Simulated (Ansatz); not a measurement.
Au(PH3)Cl (PH3AuCl), relaxed as a singlet with RKS PBE-D4/def2-TZVP in Ansatz, starting from the GFN2-xTB geometry. Force threshold 0.02 eV/Å.

In the def2 sets Au takes a core potential; there is no spin–orbit coupling.

Start:

```xyz
6

Au    0.6592   -0.2586    1.2967
P    -0.3394    0.1385   -0.6840
H    -1.4227    0.9837   -0.7584
H    -0.9019   -0.8951   -1.3968
H     0.3569    0.6887   -1.7354
Cl    1.6480   -0.6572    3.2779
```

Q: Estimate the energy that the relaxation releases and the steps that it takes.

A: 2.1 kcal/mol, in 4 steps; 4.2 s on 4 threads of Arm Neoverse V2 on a shared host. No frequencies were taken in this run, so the end may be a saddle point.

Q: Does the start keep its bonding and symmetry?

A: By distances, no bond broke or formed. The bond that changes most is P2–H4, from 1.38 to 1.42 Å (atoms count from 1). Point group C3v at the start, C3v at the end, both within 0.05 Å.

Q: Predict the relaxed structure.

A: 
```xyz
6

Au    0.6420   -0.2524    1.2662
P    -0.3453    0.1364   -0.6830
H    -1.4564    1.0190   -0.7198
H    -0.9091   -0.9568   -1.3917
H     0.4238    0.7059   -1.7314
Cl    1.6450   -0.6521    3.2597
```
Bond lengths: 1 × Au–P 2.22 Å; 1 × Au–Cl 2.27 Å; 3 × H–P 1.42 Å.
